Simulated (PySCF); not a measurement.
## Nuclear quadrupole coupling in `C=COC[SiH](Cl)Cl`

Compound: C3H6Cl2OSi.
Cartesian coordinates in Å at the GFN2-xTB level; atoms count from 1:
```xyz
13
C3H6Cl2OSi angstrom
C      2.3318   -0.5952   -0.0331
C      1.4283   -0.2596   -0.9388
O      0.1316    0.0892   -0.7506
C     -0.3597    0.0928    0.5806
Si    -2.1961    0.6094    0.4549
Cl    -3.2159   -0.8058   -0.5327
Cl    -2.9121    0.8066    2.3325
H      3.3284   -0.8487   -0.3403
H      2.1293   -0.6333    1.0220
H      1.6551   -0.2284   -1.9960
H      0.2214    0.7952    1.1908
H     -0.2348   -0.9028    1.0277
H     -2.3118    1.8811   -0.2424
```

Field gradients from the PBE0/pcSseg-1 density (PySCF, non-relativistic), principal values in atomic units, ordered |Vxx| ≤ |Vyy| ≤ |Vzz|:

```json
{"atom": "O3", "Vxx": "-0.3289", "Vyy": "-1.5837", "Vzz": "1.9126"}
{"atom": "Cl6", "Vxx": "-1.0225", "Vyy": "-1.1123", "Vzz": "2.1348"}
{"atom": "Cl7", "Vxx": "-1.0104", "Vyy": "-1.1046", "Vzz": "2.1151"}
```

**Question.** Find the asymmetry η = (Vxx − Vyy)/Vzz and the couplings χ = eQV/h (234.96 MHz × Q in barn × V in au), with Q(17O) = −0.0256 b, Q(35Cl) = −0.0817 b.

**Answer.** 
```
atom             environment  nucleus     η  χzz (MHz)  χxx (MHz)  χyy (MHz)
  O3            ether oxygen      17O  0.66     -11.50       1.98       9.53
 Cl6  silicon-bound chlorine     35Cl  0.04     -40.98      19.63      21.35
 Cl7  silicon-bound chlorine     35Cl  0.04     -40.60      19.40      21.21
```

The gradient is axial or nearly so (η below 0.05) at Cl6 and Cl7. The tensor is traceless: Vxx + Vyy + Vzz = 0.

**Question.** What is Vzz at Cl7 in SI units (1 au = 9.71736 × 10²¹ V/m²)?

**Answer.** 2.1151 au = 20.553 × 10²¹ V/m².

**Question.** What couplings would deuterons (Q(2H) = 0.00286 b) have in place of the hydrogens, at this geometry?

**Answer.** 
```
atom  bonded to  bond length (Å)  Vzz (au)     η  χzz (kHz)
  H8         C1            1.073    0.3473  0.08        233
  H9         C1            1.075    0.3451  0.09        232
 H10         C2            1.082    0.3188  0.09        214
 H11         C4            1.097    0.2901  0.08        195
 H12         C4            1.098    0.2872  0.08        193
 H13        Si5            1.455    0.1627  0.01        109
```

One conformer (not necessarily the lowest) at the GFN2-xTB geometry, without solvent, vibrations or thermal averaging. GFN2-xTB bond lengths can be off by several hundredths of an ångström, more for odd bonds, and the gradients follow them. With so small a basis the couplings can be 20 % off.
